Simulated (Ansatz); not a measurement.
Start from `NC1CO1` and change one atom or group to get `ClBC1CO1`.

Ansatz, PBE0-D4/def2-TZVP geometries, multiplicity 1. Each molecule was computed in one conformer, which needn't be the lowest.

| property | `NC1CO1` |
| --- | --- |
| HOMO–LUMO gap (ωB97M-V/def2-TZVPP) / eV | 12.31 |
| size of the dipole moment (ωB97M-V/def2-TZVPP) / D | 0.99 |
| LUMO energy (ωB97M-V/def2-TZVPP) / eV | 2.67 |
| HOMO–LUMO gap (PBE0/def2-TZVPP) / eV | 8.55 |
| HOMO–LUMO gap (B3LYP/def2-TZVPP) / eV | 7.93 |
| HOMO energy (PBE0/def2-TZVPP) / eV | -7.26 |

(1) What does the change do to each property? (An estimate is asked.)

Answers

(1) Computed: 
| property | `ClBC1CO1` | shift |
| --- | --- | --- |
| HOMO–LUMO gap (ωB97M-V/def2-TZVPP) / eV | 10.90 | -1.41 |
| size of the dipole moment (ωB97M-V/def2-TZVPP) / D | 2.10 | 1.11 |
| LUMO energy (ωB97M-V/def2-TZVPP) / eV | 0.38 | -2.29 |
| HOMO–LUMO gap (PBE0/def2-TZVPP) / eV | 6.49 | -2.06 |
| HOMO–LUMO gap (B3LYP/def2-TZVPP) / eV | 6.02 | -1.91 |
| HOMO energy (PBE0/def2-TZVPP) / eV | -8.11 | -0.85 |

With PBE0 the HOMO falls by 0.85 eV and the LUMO falls by 2.92 eV, so the gap narrows by about 2.07 eV. PBE moves the HOMO by -0.73 eV and ωB97M-V by -0.88 eV. Dipoles are sizes alone; their direction can turn.

B3LYP here is the variant with VWN-RPA as its local correlation; programs differ in this.
